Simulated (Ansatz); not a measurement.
Geometry optimisation, RKS PBE0/def2-SVP (Ansatz).

The input (input.yaml):

```yaml
crystal:
  periodic: [false, false, false]
  atoms:
    - { symbol: Ge, position_ang: [0.081287, 0.521391, -0.381116] }
    - { symbol: Cl, position_ang: [0.635922, -0.373891, 2.875542] }
    - { symbol: H, position_ang: [1.130356, -0.566641, -0.67975] }
    - { symbol: Cl, position_ang: [-0.570963, 1.297226, -2.325081] }
    - { symbol: H, position_ang: [-1.176228, -0.095345, 0.258014] }
    - { symbol: Si, position_ang: [0.959955, 2.341254, 0.785921] }
    - { symbol: H, position_ang: [2.330062, 2.041463, 1.309666] }
    - { symbol: H, position_ang: [0.997632, 3.55482, -0.08875] }
    - { symbol: H, position_ang: [0.061344, 2.630882, 1.963224] }
    - { symbol: H, position_ang: [0.273532, 0.909241, 2.927329] }
basis:
  gaussian: { orbitals: def2-SVP }
hamiltonian:
  xc: pbe0
relax:
  f_tol: 0.03
  max_steps: 50
output:
  orbitals: {}
```

Launched with:

```bash
$ ansatz run input.yaml --threads 4 --pin off --max-ram 5120MiB --backend cpu --events-out ev --progress --plain --runs-dir out
```

Where does it end, and by what steps?

The run converged. The force dipped under the threshold on the way, but the program's further checks kept it going. After 12 steps the energy has fallen by 0.102 eV; H10 moved furthest, 0.90 Å.

```tsv
step	energy less start (eV)	largest force component (eV/Å)	accepted
0	0.0000	1.177	yes
1	-0.0648	0.691	yes
2	-0.0541	1.091	no
3	-0.0776	0.427	yes
4	-0.0872	0.048	yes
5	-0.0926	0.214	yes
6	-0.0963	0.201	yes
7	-0.0997	0.070	yes
8	-0.1009	0.054	yes
9	-0.0760	0.998	no
10	-0.1015	0.005	yes
11	-0.1016	0.100	yes
12	-0.1018	0.023	yes
```

```xyz
10
Properties=species:S:1:pos:R:3
Ge 0.064 0.572 -0.397
Cl 0.861 -0.386 2.880
H 1.042 -0.606 -0.542
Cl -0.445 1.180 -2.431
H -1.256 0.089 0.231
Si 1.001 2.481 0.701
H 2.418 2.218 1.090
H 0.944 3.643 -0.234
H 0.206 2.805 1.926
H -0.111 0.265 3.420
```

Whether the end is a true minimum wasn't checked by a vibrational analysis.

Run time: 29 s on 4 threads of Arm Neoverse V1 (shared host), peak memory 0.3 GiB.
